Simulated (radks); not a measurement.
The numbers below are computed, except where a source is named.
The nuclear charge of the lead ion Pb2+ is varied continuously with 80 electrons held in [Hg]. Level of theory: scalar-relativistic Kohn-Sham, r2SCAN, spin-unpolarised, spherical densities, finite nucleus; meta-GGA in the generalised Kohn-Sham scheme; Fermi nuclear charge, rms radius 5.5012 fm (a radial shooting solver on a logarithmic mesh with Libxc functionals). By the Hellmann-Feynman theorem dE/dZ = E(electron-nucleus)/Z, the electronic potential at the nucleus (averaged over a nucleus of fixed radius). The scalar-relativistic energy here is not variational (the density holds large components alone), so the two differ by a part that grows with Z.

Z	E (hartree)	E(electron-nucleus)/Z (hartree)	HOMO	e(HOMO) (eV)	<r> HOMO (bohr)
81	-20242.8243	-622.856	6s	-16.537	2.372
81.5	-20558.7538	-628.881	6s	-21.907	2.260
82	-20877.7738	-634.927	6s	-27.648	2.164
82.5	-21199.8971	-640.997	6s	-33.739	2.080
83	-21525.1371	-647.091	6s	-40.164	2.005

The central difference of E at Z = 82 is -641.143 hartree, to compare with the third column; the second derivative is -12.4 hartree.
